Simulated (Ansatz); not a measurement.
The same path of CH7N3Si (12 atoms, charge 0, multiplicity 1) was run twice with different band settings. The coordinate that changes most is the height of N3 over the plane of its neighbours.

Computed with RKS PBE-D4/STO-3G (Ansatz).

Relaxed end points:

```xyz
12
Properties=species:S:1:pos:R:3
N -1.517 -0.707 0.541
C -0.194 -0.813 0.483
N 0.474 -2.008 0.982
Si 0.769 0.523 -0.463
N -0.687 1.495 -0.898
H -1.658 0.240 -0.033
H 1.330 -1.744 1.553
H -0.192 -2.503 1.646
H 1.455 0.054 -1.664
H 1.686 1.304 0.362
H -0.771 1.617 -1.945
H -0.616 2.485 -0.532
```

```xyz
12
Properties=species:S:1:pos:R:3
N -1.516 -0.704 0.546
C -0.189 -0.767 0.553
N 0.496 -1.766 1.365
Si 0.776 0.604 -0.336
N -0.688 1.480 -0.923
H -1.660 0.227 -0.053
H 1.284 -2.216 0.812
H -0.198 -2.538 1.587
H 1.595 0.140 -1.453
H 1.569 1.465 0.537
H -0.713 1.527 -1.979
H -0.678 2.494 -0.623
```

Common settings: movable images 7; climbing image yes; spring 5.0 eV/Å²; start path IDPP; force threshold 0.05 eV/Å; iteration limit 60; end points relaxed.

| run | optimiser | largest step |
| --- | --- | --- |
| 1 | quadratic models (default) | default |
| 2 | fire | 0.5 Å |

Question: What does each run give, and how far can it be trusted?

Answer: Run 1: converged after 6 iterations, highest image 0.140 eV above the first end. A vibrational analysis at the climbing image gives one clearly imaginary mode, 526i cm⁻¹: a first-order saddle point.
Run 2: converged after 33 iterations, highest image 0.140 eV above the first end. Another band between the same ends (7 images) ends at a top of the same energy, where a vibrational analysis finds 1 clearly imaginary mode.
Limits of this set-up: minimal basis.
